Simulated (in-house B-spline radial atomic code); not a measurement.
A run on an ion of nuclear charge 65 with 65.5 electrons that did not converge. Method: scalar-relativistic (X2C) LDA PW92, spin-polarised, spherical fractional occupations, Fermi nucleus of rms radius 5.06 fm; computed with an all-electron radial atomic-structure program (B-spline basis).

Command:
```bash
python run_scf.py task.json out
```
Settings (nuclear radius in fm, mass in u):
```
Z                65
configuration    [Xe] 4f9.5 6s2
hamiltonian      x2c
method           lda,pw
spin_polarised   True
nucleus          fermi
rms_radius       5.06
atomic_mass      158.92535
speed_of_light   137.035999084
```

First and last ten iterations of the last attempt (damped for 15 steps, keeping 80 % of the old Fock matrix, then DIIS):
```
 iter        energy (Eh)    residual
    1      -11655.306328    7.10e-01
    2      -11654.598745    1.34e+00
    3      -11677.393951    8.30e-01
    4      -11689.558547    5.00e-01
    5      -11695.520475    3.07e-01
    6      -11698.177757    1.98e-01
    7      -11699.259864    1.18e-01
    8      -11699.682524    7.49e-02
    9      -11699.859852    5.35e-02
   10      -11699.946954    3.96e-02
  111      -11697.771724    1.39e-01
  112      -11697.732984    1.41e-01
  113      -11697.722082    1.41e-01
  114      -11697.726259    1.41e-01
  115      -11697.712571    1.42e-01
  116      -11697.759349    1.39e-01
  117      -11700.006577    2.52e-02
  118      -11700.006373    2.53e-02
  119      -11700.020242    2.18e-02
  120      -11697.770537    1.39e-01
 not converged after 120 iterations
```

The smallest residual met was 1.5e-02; the threshold is about 6e-07. No energy from this run should be used. The likely cause: this method binds the added charge weakly or not at all at the basis-set limit, so charge moves back and forth between the atom and the box. Cost of the run: 2.3 s on 1 thread of Arm Neoverse V2, on a shared host.
